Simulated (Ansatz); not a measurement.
Reaction (redistribution): `[NH2][SnH2][Cl]` + `[OH][Sn][O][SiH3]` → `[NH2][SnH2][OH]` + `[SiH3][O][Sn][Cl]`

Computed with Ansatz on PBE0-D4/def2-TZVP structures; ΔE is electronic, products minus reactants. CBS: MP2 limit from def2 TZ/QZ plus the TZ coupled-cluster correction, frozen cores. Functionals use def2-TZVPP. B3LYP here is the variant with VWN-RPA as its local correlation; programs differ in this. Elements past krypton have def2 core potentials. For Sn outer-core shells are correlated without core-valence functions, which leaves a few kJ/mol of doubt a bond. Each species was taken in one conformer, which may not be the lowest.

Is it downhill or uphill in electronic energy at CCSD(T)/CBS, and by how much? (An estimate is asked.)

Computed: Uphill: ΔE = +17.0 kJ/mol.

What do these levels give: r2SCAN-D4, PBE0-D4, ωB97M-V, r2SCAN, B3LYP, MP2/def2-TZVPP, CCSD(T)/def2-TZVPP, HF/def2-QZVPP, MP2/def2-QZVPP, SCS-MP2/def2-QZVPP, HF/CBS(def2), MP2/CBS(def2)? (An estimate is asked.)

Ansatz gave: r2SCAN-D4 19.1, PBE0-D4 17.8, ωB97M-V 19.2, r2SCAN 19.1, B3LYP 17.8, MP2/def2-TZVPP 18.3, CCSD(T)/def2-TZVPP 18.0, HF/def2-QZVPP 14.8, MP2/def2-QZVPP 17.6, SCS-MP2/def2-QZVPP 16.9, HF/CBS(def2) 14.7, MP2/CBS(def2) 17.3 kJ/mol.

Largest T1 diagnostic among the species: 0.016.

In def2-TZVPP, CCSD(T) changes the Hartree–Fock value by +3.0 kJ/mol (the triples alone add +0.5 kJ/mol) and MP2 by +3.3 kJ/mol.
